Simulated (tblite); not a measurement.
Isomers of C5H7FOSi. Computed with GFN2-xTB (tblite): harmonic, unscaled wavenumbers at the GFN2-xTB geometry, gas phase. Against measured fundamentals such values can be off by several per cent, at times by over 20. Modes of hydrogen on silicon can be 10 to 20 % off. One conformer each.

Electronic energies: GFN2-xTB at the same geometries; isomer energies are rough at this level and their order can be wrong.

| SMILES | electronic energy, lowest = 0 (kJ/mol) |
| --- | --- |
| O=C1CC=C([SiH2]F)C1 | 0.0 |
| C=CC(=O)[Si@@H](F)C=C | 228.2 |
| C#C[Si@@H](C=O)[C@@H](C)F | 452.4 |
| C#CC[C@@]1(F)OC[SiH2]1 | 381.4 |
| C#CC[Si@]1(F)CCO1 | 121.3 |

Task: How do GFN2-xTB zero-point energies change the relative energies?

Result: 
```csv
SMILES,ZPE (kJ/mol),of it from modes above 1550 cm⁻¹,electronic (kJ/mol),"with ZPE, lowest = 0 (kJ/mol)",lowest mode (cm⁻¹),rings
O=C1CC=C([SiH2]F)C1,272.8,138.0,0.0,0.0,40,1
C#CC[Si@]1(F)CCO1,282.5,141.7,121.3,130.9,27,1
C=CC(=O)[Si@@H](F)C=C,269.3,154.4,228.2,224.7,19,0
C#CC[C@@]1(F)OC[SiH2]1,264.6,132.5,381.4,373.2,52,1
C#C[Si@@H](C=O)[C@@H](C)F,265.8,145.1,452.4,445.4,38,0
```

The zero-point energies span 17.9 kJ/mol, from `C#CC[C@@]1(F)OC[SiH2]1` to `C#CC[Si@]1(F)CCO1`. The order is unchanged.

Task: What do entropy and thermal enthalpy add at 298.15 K and 1 bar (rigid rotor, harmonic oscillator, one conformer each)?

Result: 
```tsv
SMILES	point group	symmetry number	S (J/(mol K))	H − H(0) (kJ/mol)	ZPE + H − H(0) − TS (kJ/mol)
O=C1CC=C([SiH2]F)C1	Cs	1	390.3	25.50	182.0
C#CC[Si@]1(F)CCO1	C1	1	406.7	27.47	188.7
C#CC[C@@]1(F)OC[SiH2]1	C1	1	395.5	27.24	174.0
C#C[Si@@H](C=O)[C@@H](C)F	C1	1	437.0	31.31	166.8
```

Not tabulated: `C=CC(=O)[Si@@H](F)C=C` (lowest mode only 19 cm⁻¹).
